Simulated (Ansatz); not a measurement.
Cost and result up the ladder for GeMe2H2 (C₂H₈Ge) (11 atoms). Charge 0, multiplicity 1. Geometry: B3LYP-D4/def2-SVP.

Cartesian coordinates in Å:
```
C 0.985 -0.916 -0.962
C -1.278 0.279 1.011
Ge 0.323 0.701 -0.055
H 1.874 -0.687 -1.569
H 0.208 -1.328 -1.624
H 1.256 -1.685 -0.222
H -1.653 1.178 1.524
H -1.041 -0.482 1.771
H -2.077 -0.112 0.363
H -0.023 1.783 -1.107
H 1.428 1.268 0.869
```

Ansatz on 2 threads of Intel Xeon 6975P-C on a shared host. Times are rough, and most runs start from the orbitals of an earlier one. PBE0-D4/def2-TZVP serves as the yardstick here, not as an exact answer. Differences are given only for rows in sets of like size (and for xTB, whose basis is part of the method), since another set adds its own error. Binding counts from free atoms at the same level (C triplet, Ge triplet, H doublet; other spins of the atoms weren't run), without zero-point energy or a counterpoise term.

LC-ωPBE has ω = 0.4 bohr⁻¹. Correlated methods freeze 11 core orbitals; core or outer-core shells of Ge are correlated, in sets that lack core-valence functions.

Correlated methods converge slowly with the basis.

| level | functions | wall time | binding energy per atom (eV) | difference from PBE0-D4/def2-TZVP (eV) |
| --- | --- | --- | --- | --- |
| HF/STO-3G | 36 | 0.15 s | 3.68 | – |
| PBE-D4/def2-SVP | 100 | 0.6 s | 3.56 | – |
| PBE0-D4/def2-SVP | 100 | 0.75 s | 3.55 | – |
| HF/def2-TZVP | 158 | 0.8 s | 2.69 | -0.84 |
| PBE-D4/def2-TZVP (with forces) | 158 | 1.4 s | 3.55 | 0.02 |
| PBE0-D4/def2-TZVP | 158 | 1.4 s | 3.53 | 0.00 |
| LC-ωPBE/def2-TZVP | 158 | 1.4 s | 3.52 | -0.01 |
| r2SCAN-D4/def2-TZVP | 158 | 1.9 s | 3.54 | 0.01 |
| CCSD(T)/def2-TZVP | 158 | 12 s | 3.44 | -0.09 |
